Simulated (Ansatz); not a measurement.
Reaction (formal exchange of groups at the Si–Si bond): `N[SiH2][SiH3]` + `C=CCF` → `C=C([SiH3])CF` + `N[SiH3]`

Isolated molecules relaxed with PBE0-D4/def2-TZVP in Ansatz; ΔE leaves out vibrations. CCSD(T)/CBS is the MP2 limit (def2-TZVPP, def2-QZVPP) plus CCSD(T) − MP2 in def2-TZVPP, frozen cores. This one scheme is used for every species. Functionals use def2-TZVPP. B3LYP here is the variant with VWN-RPA as its local correlation; programs differ in this. Each species was taken in one conformer, which may not be the lowest.

```csv
level,ΔE (kcal/mol),difference from CCSD(T)/CBS
PBE0-D4,1.9,2.4
B3LYP-D4,0.1,0.6
ωB97X-V,0.1,0.6
ωB97M-V,-1.2,-0.7
B2PLYP,-0.6,-0.1
PBE,2.8,3.3
PBE0,2.2,2.7
MP2/def2-TZVPP,-2.5,-2.0
CCSD/def2-TZVPP,-0.5,0.0
SCS-MP2/def2-QZVPP,-2.4,-1.9
CCSD(T)/CBS,-0.5,0
```

Largest T1 diagnostic among the species: 0.012.
